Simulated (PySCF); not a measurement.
Correlation energy of In⁺ (indium, charge +1)

[Kr] 4d10 5s2, closed-shell 1S. All numbers are calculated (PySCF 2.14, a scalar-relativistic core potential, in aug-cc-pVDZ-PP with ECP28MDF (5s4p3d, 32 functions)). Frozen: 4s2 4p6 4d10; 2 electrons correlated.

With two correlated electrons CCSD is exact within the correlated space (frozen core and kept virtual orbitals).

| level | correlation energy (mhartree) |
| --- | --- |
| CCSD | -31.65 |

Diagnostics: T1 = 0.0047, D1 = 0.0066, largest double amplitude 0.097.

Question: Is a single reference adequate?

Answer: Mostly. T1 lies below 0.03, but a double amplitude of this size points to a near-degeneracy that CCSD handles and MP2 describes poorly.
